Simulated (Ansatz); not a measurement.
Stepwise reaction of `[OH][Ti]([OH])([F])[F]` with ammonia, as a gas-phase model of exchange steps in deposition or etching. ΔE in kJ/mol; ΔG adds harmonic PBE0-D4 terms to CCSD(T)/CBS, at 1 bar.

Computed with Ansatz on PBE0-D4/def2-TZVP structures; ΔE is electronic, products minus reactants. CCSD(T)/CBS is the MP2 limit (def2-TZVPP, def2-QZVPP) plus CCSD(T) − MP2 in def2-TZVPP, frozen cores. This one scheme is used for every species. DFT in def2-TZVPP. B3LYP here is the variant with VWN-RPA as its local correlation; programs differ in this. For Ti outer-core shells are correlated without core-valence functions, which leaves a few kJ/mol of doubt a bond. Scalar relativity is left out up to krypton. Each species was taken in one conformer, which may not be the lowest.

```csv
step,reaction,PBE-D4,B3LYP-D4,ωB97M-V,CCSD(T)/CBS,ΔG(600 K)
2,`[NH2][Ti]([OH])([OH])[F]` + NH₃ → `[NH2][Ti]([NH2])([OH])[OH]` + H–F,112.3,112.5,113.8,99.3,100.6
```

Give the row of step 1, `[OH][Ti]([OH])([F])[F]` + NH₃ → `[NH2][Ti]([OH])([OH])[F]` + H–F. (Estimate.)

The calculation gave: 
| step | reaction | PBE-D4 | B3LYP-D4 | ωB97M-V | CCSD(T)/CBS | ΔG(600 K) |
| --- | --- | --- | --- | --- | --- | --- |
| 1 | `[OH][Ti]([OH])([F])[F]` + NH₃ → `[NH2][Ti]([OH])([OH])[F]` + H–F | 108.9 | 106.9 | 108.5 | 94.6 | 87.5 |

By hand: ΔE of the 2 steps together at CCSD(T)/CBS.

(94.6) + (99.3) = 193.9 kJ/mol, or 96.9 kJ/mol a step.

In ΔE the steps differ by no more than 4.7 kJ/mol. All are uphill at CCSD(T)/CBS. ΔG lies between 87.5 and 100.6 kJ/mol a step. PBE-D4 differs from CCSD(T)/CBS by 13.0 to 14.3 kJ/mol a step. Isolated molecules leave out the surface, adducts and barriers. Largest T1 diagnostic: 0.024.
